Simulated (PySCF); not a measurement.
dimethylboranyl formate (C₃H₇BO₂), SMILES CB(C)OC=O.

Geometry optimised at B3LYP-D3(BJ)/def2-SVP. The values are those of a single conformer.

Two levels are set side by side: TDA-PBE/def2-SVPD (PySCF) and TDA-B3LYP/def2-SVPD (PySCF). Vertical, same geometry. The lowest singlet is HOMO→LUMO 99 % with PBE and HOMO→LUMO 91 % with the other functional; states are paired by order. Differences are taken from unrounded values.

| quantity | TDA-B3LYP | TDA-PBE | TDA-PBE minus TDA-B3LYP |
|---|---|---|---|
| lowest singlet excitation (eV) | 5.24 | 4.79 | -0.44 |
| lowest triplet excitation (TDA) (eV) | 4.72 | 4.37 | -0.35 |
| first bright state (f over 0.05) (eV) | 7.51 | 7.20 | -0.31 |
| its oscillator strength | 0.06 | 0.09 | 0.04 |

A lower first singlet is the usual sign of a functional without exact exchange. Differences between two approximate levels are no errors against the true value.

Rough cost on one machine, each run with all the roots and properties that it gave: TDA-B3LYP against TDA-PBE about 2 times.
